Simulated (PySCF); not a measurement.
# Solvent effects on NMR parameters

Bonds (- single, = double, # triple, : aromatic): C1-O2, O2-C3, C3=C4, C4-C5, C5-C6, C6-Si7, Si7-C5. C1 carries H8, H9, H10; C3 carries H11; C4 carries H12; C5 carries H13; C6 carries H14, H15; Si7 carries H16, H17. Stereochemistry as in CO/C=C\[C@@H]1C[SiH2]1. H15, H17 are cis to C4 on the ring; H14, H16 are trans to C4 on the ring.

GIAO PBE0/pcSseg-1 in PySCF 2.14.0 with density-fitted response routines on one PBE0-D3(BJ)/def2-SVP conformer, non-relativistic, equivalent nuclei averaged. Solvents enter as an IEF-PCM continuum (tetrahydrofuran with ε = 7.4, water with ε = 78.4) around the gas-phase geometry. Shifts are referred to TMS computed in the same medium.

Gas phase, δ in ppm: C3 148.4, C4 115.7, C1 58.7, C5 6.8, C6 -0.3, Si7 -132.4, H11 5.80, H12 4.01, H8/H9/H10 3.53, H16 2.86, H17 2.56, H13 2.15, H14 0.88, H15 0.35. Dipole moment 1.41 D.

(1) How does each δ change in the continuum?

(2) Which of the listed nuclei move most (in ppm), and what does the model miss? (N and O are left out, as their reference compounds move with the solvent too.)

## Answers

(1) 
| atoms | environment | Δδ, tetrahydrofuran | Δδ, water |
| --- | --- | --- | --- |
| C3 | alkene carbon bearing oxygen | +1.7 | +2.1 |
| C4 | β carbon of an enol-ether or enamine type C=C | -0.2 | -0.3 |
| C1 | methyl carbon bonded to O | +0.9 | +1.1 |
| C5 | three-membered-ring carbon | +0.2 | +0.3 |
| C6 | three-membered-ring carbon | -0.1 | -0.2 |
| Si7 | silicon bonded to 2 C, 2 H, in a 3-membered ring | -0.9 | -1.1 |
| H11 | hydrogen on an alkene carbon bearing oxygen | +0.23 | +0.30 |
| H12 | hydrogen on a β carbon of an enol-ether or enamine type C=C | +0.15 | +0.20 |
| H8/H9/H10 | hydrogen on a methyl carbon bonded to O | +0.13 | +0.16 |
| H16 | hydrogen on a silicon bonded to 2 C, in a 3-membered ring | +0.02 | +0.03 |
| H17 | hydrogen on a silicon bonded to 2 C, in a 3-membered ring | +0.03 | +0.05 |
| H13 | hydrogen on a three-membered-ring carbon | -0.09 | -0.13 |
| H14 | hydrogen on a three-membered-ring carbon | +0.05 | +0.06 |
| H15 | hydrogen on a three-membered-ring carbon | +0.09 | +0.12 |

Changes are relative to the gas phase. The dipole moment becomes 1.63 D in tetrahydrofuran, 1.67 D in water.

(2) C3 (alkene carbon bearing oxygen, +2.1 ppm) in water. A continuum only polarises the solute; specific hydrogen bonds, the anisotropy of aromatic solvents and changes of geometry or conformer are outside it.
